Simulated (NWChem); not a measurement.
Molecule: pentafluoroethane (C2HF5); SMILES FC(F)C(F)(F)F

Program: NWChem. Level B3LYP/def2-SVP: optimisations from one semi-empirical or force-field start; each run changes one setting, and all end within 0.3 mHa of each other. One conformer.

```tsv
setting	optimisation steps
redundant internal coordinates, default thresholds	4
Cartesian coordinates	5
tight thresholds	7
symmetry off	4
```
